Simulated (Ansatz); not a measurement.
`C[N]=[Mo](=[O])([OH])[Cl]` + H–F → `C[N]=[Mo](=[O])([OH])[F]` + HCl at 400 K and 1 bar (ligand exchange at a Mo–Cl bond).

Calculated with Ansatz (gas phase, PBE0-D4/def2-TZVP geometries, no zero-point term in ΔE). CBS: MP2 limit from def2 TZ/QZ plus the TZ coupled-cluster correction, frozen cores. This one scheme is used for every species. Elements past krypton have def2 core potentials. For Mo outer-core shells are correlated without core-valence functions, which leaves a few kJ/mol of doubt a bond. One conformer a species, not always the lowest.

```
                    species  CCSD(T)/CBS energy (Eh)  H − E (kJ/mol)  S (J/(mol·K))
`C[N]=[Mo](=[O])([OH])[Cl]`               -773.56674           196.7          425.9
                        H–F               -100.39570            36.5          182.2
 `C[N]=[Mo](=[O])([OH])[F]`               -413.57520           198.2          411.1
                        HCl               -460.38127            29.6          195.4
```

H − E and S are ideal-gas, rigid-rotor, harmonic terms from PBE0-D4/def2-TZVP, for one conformer and one mirror image of each species. 1 Eh = 2625.50 kJ/mol, R = 8.31446 J/(mol·K).

Question: By hand: ΔE, ΔH, ΔS and ΔG.

Answer: ΔE = (-413.57520) + (-460.38127) − (-773.56674) − (-100.39570) = 0.00597 Eh = 15.7 kJ/mol. Δ(H − E) = 198.2 + 29.6 − 196.7 − 36.5 = -5.4, so ΔH = 10.3 kJ/mol. ΔS = 411.1 + 195.4 − 425.9 − 182.2 = -1.6 J/(mol·K). ΔG = 10.3 − 400 × (-1.6)/1000 = 10.9 kJ/mol.

Question: By hand: the equilibrium constant, and the temperature at which ΔG would vanish if ΔH and ΔS stayed fixed.

Answer: log₁₀ K = −ΔG/(RT ln 10) = -1.4. ΔH and −TΔS have one sign here, so there is no such temperature.

The number of gas molecules stays the same, so ΔS is small and ΔH decides. A doubt of 5 kJ/mol in ΔE shifts log₁₀ K by 0.7 here. Other conformers and mirror images would add mixing entropy, several J/(mol·K) or more a flexible species. These are equilibria of isolated gas molecules and say nothing of rates. Largest T1 diagnostic: 0.022 (customary marks: 0.02 for closed shells, 0.045 for open ones).

ΔS is within the doubt of such terms, so its sign, and with it that verdict, could turn.
